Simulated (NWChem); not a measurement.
Molecule: BH3O; SMILES OB

Computed with NWChem. Coordinates come from a PBE0-D3(BJ)/def2-TZVP optimisation. Vertical excitations in the gas phase; the lowest state need not have the same character in each row.

```csv
level,"lowest excitation, singlet (eV)",oscillator strength of that lowest state,"lowest state with f > 0.02, singlet (eV)",oscillator strength of that bright state,orbital gap (eV)
"PBE/aug-cc-pVDZ, full TDDFT",6.05,0.000,7.80,0.056,5.85
"B3LYP/aug-cc-pVDZ, full TDDFT",6.38,0.000,8.34,0.064,7.87
"Hartree-Fock/aug-cc-pVDZ, TDHF",7.34,0.000,9.84,0.077,13.57
"PBE0/aug-cc-pVDZ, full TDDFT",6.41,0.000,8.53,0.066,8.32
```
